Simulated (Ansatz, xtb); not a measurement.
# C4H9BO: 5 structures ranked

5 gas-phase structures of C4H9BO, from a drawn sample of its isomers (lower ones may exist). Each was relaxed with GFN2-xTB; where two conformers were screened, the lower at r2SCAN-D4/def2-SVP is listed:

A. `BO/C=C/CC`, a singlet
B. `COBC1CC1`, a singlet
C. `BOCC(=C)C`, a singlet
D. `BOCC1CC1`, a singlet
E. `B1CCCCO1`, a singlet

Task: Which do you expect lowest at r2SCAN-D4/def2-SVP, and how would the others follow?

Result: Calculated order at r2SCAN-D4/def2-SVP: E (0.0), B (25.2), A (30.4), C (31.7), D (36.4) kcal/mol.

Energies above the lowest of each column, in kcal/mol; the last columns are at B3LYP-D3(BJ)/def2-SVP geometries and were run for some of them only (a dash: not run or not comparable):

```tsv
structure	GFN2-xTB	HF/STO-3G	r2SCAN-D4/def2-SVP	B3LYP-D3(BJ)/def2-SVP	CCSD(T)/def2-SVP + ΔMP2/def2-TZVPP
E	0.0	0.0	0.0	0.0	0.0
B	26.5	44.4	25.2	26.2	24.6
A	19.2	52.2	30.4	26.8	26.8
C	23.5	56.8	31.7	–	–
D	21.6	53.8	36.4	–	–
```

Every level run on E puts it lowest or level with the lowest. Flexible structures stand in one conformer each, not always the lowest. Frequencies (GFN2-xTB) were run for A, B, E alone. ΔMP2 is the change of the MP2 energy from the smaller to the larger basis.

Over these structures GFN2-xTB departs from r2SCAN-D4/def2-SVP by 5.8 kcal/mol on average once a common shift is removed. A GFN2-xTB relaxation took about 0.28 s and the r2SCAN-D4/def2-SVP energy about 2.7 s on a shared host (Ansatz 0.2.0, xtb 6.7.1).
